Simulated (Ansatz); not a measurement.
Isolated molecules relaxed with PBE0-D4/def2-TZVP in Ansatz; ΔE leaves out vibrations. CBS: MP2 limit from def2 TZ/QZ plus the TZ coupled-cluster correction, frozen cores. This one scheme is used for every species. Functionals use def2-TZVPP. B3LYP here is the variant with VWN-RPA as its local correlation; programs differ in this. Each species was taken in one conformer, which may not be the lowest.

`C#C[SiH2]F` + `[SiH3]S` → `C#C[SiH2]S[SiH3]` + H–F  (ligand exchange at the Si–F bond)

```tsv
level	ΔE (kcal/mol)	difference from CCSD(T)/CBS
PBE-D4	13.0	-2.3
r2SCAN-D4	16.3	1.0
PBE0-D4	13.2	-2.1
B3LYP-D4	16.7	1.4
ωB97X-V	17.0	1.7
ωB97M-V	16.6	1.3
B2PLYP	18.9	3.6
PBE	15.5	0.2
r2SCAN	17.0	1.7
PBE0	15.5	0.2
B3LYP	20.8	5.5
HF/def2-TZVPP	23.8	8.5
MP2/def2-TZVPP	14.5	-0.8
SCS-MP2/def2-TZVPP	17.1	1.8
CCSD/def2-TZVPP	17.7	2.4
CCSD(T)/def2-TZVPP	16.3	1.0
HF/def2-QZVPP	24.3	9.0
MP2/def2-QZVPP	14.0	-1.3
SCS-MP2/def2-QZVPP	16.7	1.4
HF/CBS(def2)	24.4	9.1
MP2/CBS(def2)	13.4	-1.9
CCSD/CBS(def2)	16.7	1.4
CCSD(T)/CBS	15.3	0
```

Largest T1 diagnostic among the species: 0.012.

In def2-TZVPP, CCSD(T) changes the Hartree–Fock value by −7.5 kcal/mol (the triples alone add −1.4 kcal/mol) and MP2 by −9.3 kcal/mol. The D4 term adds −4.1 kcal/mol with B3LYP and −2.3 kcal/mol with PBE0; it sums over pairs of atoms, weighted by their polarisabilities, and B3LYP, whose exchange is more repulsive, gets the larger term.
